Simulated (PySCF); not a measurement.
A species of formula C6H4BrF has this rotational fingerprint, computed with PySCF 2.14.0, PBE0-D3(BJ)/def2-SVP geometry optimisation, gas phase:

```
Rotational constants : A = 5665, B = 621.6, C = 560.1 MHz
Dipole components    : |μa| = 0.24 D, |μb| = 0.00 D, |μc| = 0.00 D
Inertial defect      : 0.00 u·Å²
κ                    : -0.98
```

Question: Which structure is it? (One computed conformer of each.)
A. `Fc1cccc(Br)c1`
B. `Fc1ccccc1Br`
C. `Fc1ccc(Br)cc1`

Answer: C. It is Fc1ccc(Br)cc1, a near-prolate asymmetric top, point group C2v. The candidates at the same level (rigid rotor, commonest isotopes):

```json
{"SMILES": "Fc1ccccc1Br", "A (MHz)": "2842", "B (MHz)": "991.7", "C (MHz)": "735.2", "μa (D)": "1.98", "μb (D)": "1.13", "μc (D)": "0.00", "Δ (u·Å²)": "0.00", "point group": "Cs", "rotor": "asymmetric top"}
{"SMILES": "Fc1cccc(Br)c1", "A (MHz)": "3318", "B (MHz)": "747.0", "C (MHz)": "609.7", "μa (D)": "0.56", "μb (D)": "1.31", "μc (D)": "0.00", "Δ (u·Å²)": "0.00", "point group": "Cs", "rotor": "asymmetric top"}
{"SMILES": "Fc1ccc(Br)cc1", "A (MHz)": "5665", "B (MHz)": "621.6", "C (MHz)": "560.1", "μa (D)": "0.24", "μb (D)": "0.00", "μc (D)": "0.00", "Δ (u·Å²)": "0.00", "point group": "C2v", "rotor": "near-prolate asymmetric top"}
```

`Fc1cccc(Br)c1` has A 41 % too low; `Fc1ccccc1Br` has B 60 % too high. In the right answer the symmetry axis of this C2v structure is a, so μb and μc vanish by symmetry. No structure here is proved a minimum.
